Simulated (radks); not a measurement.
Values are calculated unless marked as measured or tabulated.
Spherical quantum dot in the effective-mass picture: electrons in a well V = -V0 / (1 + exp((r - R)/a)) with V0 = 11.3, R = 4.27, a = 0.17, all in effective atomic units (hartree* = m*/eps^2 hartree, bohr* = eps/m* bohr), one dielectric constant everywhere. Level of theory: non-relativistic Kohn-Sham, PBE, spin-polarised, spherical densities (a radial shooting solver with Libxc functionals). Levels are named by radial order and angular momentum (1s, 1p, 1d, 2s, ...), and open shells are averaged over m. Results are scaled to m* = 0.097 and eps = 8.8, for which hartree* = 34.08 meV and bohr* = 4.801 nm.

N = 23, configuration 1s2 1p6 1d10 1f(up 5, down 0). This is the lowest configuration that the search found. Occupied and some empty levels:

level    occupation  eigenvalue (meV)  <r> (nm)
1s up             1           -146.88     14.20
1s down           1           -145.31     14.08
1p up             3           -142.31     14.65
1p down           3           -140.64     14.58
1d up             5           -134.23     15.08
1d down           5           -132.47     15.04
1f up             5           -123.10     15.47
1f down           0           -121.26     15.44
2s up             0           -111.79     9.542
2s down           0           -111.18     9.556
1g up             0           -109.21     15.81
1g down           0           -107.31     15.79
2p up             0           -97.152     11.17
2p down           0           -96.387     11.16
2d up             0           -79.502     12.24
2d down           0           -78.580     12.22

Energy (meV): total -5668.65, kinetic 617.70, external -8646.6, Hartree 2671.6, exchange-correlation -311.35.

Electron density:

r (nm)  n(r) (e/nm^3)
1.37       0.00002369
3.66       0.00004523
5.95        0.0001116
8.24        0.0002760
10.5        0.0005954
12.8         0.001017
15.1         0.001199
17.4        0.0007265
19.7        0.0001194
22.0        3.636e-06
24.3        6.141e-08
26.6        1.074e-09
28.9        2.057e-11
